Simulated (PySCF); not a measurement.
Species: C₄H₁₀FNSi.
SMILES with atom numbers: `[CH3:1][N:2]([SiH2:3][F:4])[CH:5]1[CH2:6][CH2:7]1`

Geometry (GFN2-xTB, Å), atoms numbered from 1 in this order:
```xyz
17
C4H10FNSi angstrom
C      0.688    1.453   -1.074
N      0.459    0.119   -0.556
Si     1.715   -0.848    0.092
F      3.050   -0.333   -0.644
C     -0.921   -0.122   -0.297
C     -1.382   -1.143    0.689
C     -1.548    0.315    1.000
H      0.109    1.596   -1.990
H      0.383    2.219   -0.353
H      1.741    1.582   -1.303
H      1.528   -2.232   -0.313
H      2.038   -0.667    1.508
H     -1.530    0.005   -1.190
H     -2.261   -1.721    0.443
H     -0.643   -1.694    1.246
H     -0.894    0.737    1.748
H     -2.537    0.745    0.984
```

Definitions: NICS(0) = −σiso at the ring centroid; NICS(1) = −σiso and NICS(1)zz = −σzz at ±1 Å along the ring normal z. Level: GIAO PBE0/pcSseg-1 (PySCF, non-relativistic, gas phase) on the GFN2-xTB geometry, one conformer.

Ring bond lengths (Å), with Mayer bond orders in brackets: C5–C6 1.493 (0.99), C6–C7 1.500 (0.96), C7–C5 1.505 (0.94).

What do the NICS probes read (ppm)?

| ring | type | NICS(0) | NICS(1), two faces | NICS(1)zz, two faces | rms pucker (Å) | centre to ring atoms, mean (Å) |
| --- | --- | --- | --- | --- | --- | --- |
| C5–C6–C7 | 3-membered carbocycle; formal bonds all single | -41.2 | -7.6 / -9.2 | -19.2 / -24.1 | 0.00 | 0.87 |

What do they say, and how far can they be read as aromaticity?

- C5–C6–C7: mean NICS(1)zz -21.6 ppm, shielded. C5, C6, C7 have four or more neighbours; no verdict on aromaticity is drawn. The two faces differ by 4.9 ppm, so no symmetry operation interchanges them. NICS(0) lies 33 ppm below the mean NICS(1).

What field does 7.05 T along the ring normal induce along that normal at the second NICS(1) probe listed for ring C5–C6–C7, 1 Å off the ring?

NICSzz × B0 = -24.1 ppm × 7.05 T = -170 μT, against the applied field.

Hardware: one thread of an Arm Neoverse V1, no GPU, shared host. Cost: 25 s, 0.80 GiB resident at most. This is the whole shielding run at PBE0/pcSseg-1, SCF included.
